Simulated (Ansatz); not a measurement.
System: C4H4NS, charge -1, multiplicity 1. It need not be the lowest isomer of its formula. Whether it binds its extra electron was not tested at this geometry. 
Coordinates optimised at B3LYP-D3(BJ)/def2-TZVP (Ansatz, a program for electronic structure):
```
C
N 1 1.3342
H 2 1.0204 1 107.97
C 1 1.4136 2 126.06 3 -180.00
H 4 1.0778 1 126.59 2 0.00
C 1 1.4682 2 126.61 3 0.00
C 6 1.3594 1 115.73 2 180.00
H 7 1.0799 6 128.00 1 -180.00
H 6 1.0853 7 122.85 8 0.00
S 7 1.7226 8 120.39 6 180.00
```
Charge -1, spin multiplicity 1.

Basis-set convergence of Hartree-Fock and CCSD(T) correlation energies (hartree) with Ansatz. Cores are frozen in the correlated levels unless marked. Spin-orbit coupling is left out. Non-relativistic. This anion needs diffuse functions, which these sets lack.

```csv
basis,functions,E(HF),"E(corr, CCSD(T))"
cc-pV(D+d)Z,113,-605.72712,-0.91052
cc-pV(T+d)Z,245,-605.80598,-1.11468
cc-pV(Q+d)Z,459,___,___
```

**Question.** Some entries are withheld; supply them.

**Answer.** 
- cc-pV(Q+d)Z, E(HF): -605.82766
- cc-pV(Q+d)Z, E(corr, CCSD(T)): -1.18026
